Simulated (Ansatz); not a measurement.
Si₁₉PH₃₀, a doped nanocrystal cut from the lattice of silicon (P on a surface site). Charge 0, multiplicity 2. Geometry PBE-D4/def2-SVP.

Cartesian coordinates in Å:
```
P 1.380 1.315 -2.273
Si 3.064 -2.492 -3.287
Si 2.665 -1.239 0.153
Si 0.063 -3.840 -1.254
Si 0.366 5.099 -0.537
Si 1.464 2.151 1.380
Si -2.373 3.026 1.243
Si -1.142 -0.378 -0.075
Si -0.365 -3.227 2.532
Si -1.585 0.234 3.790
Si 1.852 -0.529 -3.786
Si 0.404 3.541 -2.310
Si 1.050 0.438 -0.179
Si -1.473 -2.097 -1.645
Si 2.314 -3.159 -1.163
Si -0.532 -4.818 0.803
Si -2.700 1.356 -0.386
Si -0.170 3.845 1.375
Si -2.971 2.078 3.313
Si -1.650 -1.321 2.024
H 2.740 1.726 -2.074
H 4.527 -2.136 -3.183
H 2.909 -3.602 -4.303
H 4.000 -0.636 -0.218
H 2.699 -1.552 1.628
H -0.064 -4.879 -2.346
H 1.757 5.658 -0.363
H -0.596 6.250 -0.731
H 2.796 2.763 1.009
H 1.620 1.506 2.734
H -3.287 4.196 0.957
H 1.073 -2.828 2.735
H -0.873 -3.812 3.828
H -0.167 0.691 4.009
H -2.053 -0.455 5.049
H 2.514 0.229 -4.912
H 0.465 -0.897 -4.243
H 1.128 4.116 -3.504
H -1.006 3.236 -2.741
H -1.390 -1.564 -3.051
H -2.864 -2.645 -1.430
H 3.129 -4.308 -0.615
H 0.355 -6.004 1.093
H -1.962 -5.297 0.741
H -2.626 1.900 -1.788
H -4.077 0.769 -0.182
H -0.053 4.669 2.638
H -2.868 3.110 4.409
H -4.398 1.590 3.252
H -3.086 -1.778 1.886
```

Single mean-field runs in def2-SVP, def2-TZVP are fitted with def2-universal-jkfit. Another isomer (doublet) lies 0.07 eV lower at PBE0-D4/def2-TZVP; other spin states weren't run for this one.

Problem. Estimate the α-spin orbital energies around the gap (eV) in Ansatz with PBE-D4/def2-SVP, revPBE-D4/def2-TZVP, r2SCAN-D4/def2-TZVP, PBE0-D4/def2-SVP, PBE0-D4/def2-TZVP.

Solution. 
```
orbital  PBE-D4/def2-SVP  revPBE-D4/def2-TZVP  r2SCAN-D4/def2-TZVP  PBE0-D4/def2-SVP  PBE0-D4/def2-TZVP
 HOMO−5            -6.70                -6.65                -6.93             -7.74              -7.67
 HOMO−4            -6.62                -6.54                -6.82             -7.64              -7.55
 HOMO−3            -6.57                -6.53                -6.81             -7.61              -7.55
 HOMO−2            -6.49                -6.42                -6.69             -7.50              -7.42
 HOMO−1            -6.29                -6.22                -6.48             -7.26              -7.19
   HOMO            -3.78                -3.81                -4.00             -4.44              -4.49
   LUMO            -2.07                -2.12                -2.10             -1.41              -1.50
 LUMO+1            -2.01                -2.08                -2.03             -1.36              -1.47
 LUMO+2            -1.96                -2.03                -2.00             -1.32              -1.43
 LUMO+3            -1.83                -1.91                -1.87             -1.17              -1.29
 LUMO+4            -1.80                -1.88                -1.84             -1.11              -1.23
 LUMO+5            -1.52                -1.63                -1.57             -0.81              -0.99
 β HOMO            -6.28                -6.21                -6.47             -7.25              -7.18
 β LUMO            -3.22                -3.18                -3.04             -2.50              -2.51
```
